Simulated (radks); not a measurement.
Task: These are the eigenvalues of the occupied orbitals of an atom or ion with whole-number occupations (hartree). All-electron calculation, non-relativistic Kohn-Sham, LDA (Slater exchange, Perdew-Wang correlation), spin-unpolarised, spherical densities, point nucleus. Program: a radial shooting solver on a logarithmic mesh with Libxc functionals.

orbital  eigenvalue
1s        -533.4094

Which element is it, and in what charge state? The configuration may be excited.

Result: Z = 33, arsenic, charge +32: As32+ in 1s1. The 1s level, -533.41 hartree, gives Z - s = 32.7 by -(Z - s)^2/2, which with screening narrows Z to a few neighbours, and the depths must fix Z and the occupations together.
